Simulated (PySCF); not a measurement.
SMILES F[S+](F)F (charge +1), singlet (B3LYP/def2-SVP optimised geometry):

```
4

F     -0.898     0.761     0.000
S     -0.644    -0.761     0.000
F     -0.898    -1.060    -1.491
F      0.898    -0.761     0.000
```

Calculation: B3LYP/def2-TZVP run with PySCF 2.14.0.

Q: What are the frontier orbital energies?

A: HOMO-2 -20.96 eV, HOMO-1 -20.51 eV, HOMO -19.06 eV, LUMO -9.75 eV, LUMO+1 -9.75 eV.

On the same geometry PBE/def2-TZVP run with PySCF gives HOMO-2 -19.11 eV, HOMO-1 -18.67 eV, HOMO -17.56 eV, LUMO -10.50 eV, LUMO+1 -10.50 eV.

Meta-Löwdin charges at B3LYP/def2-TZVP: F1 -0.27, S2 1.81, F3 -0.27, F4 -0.27.
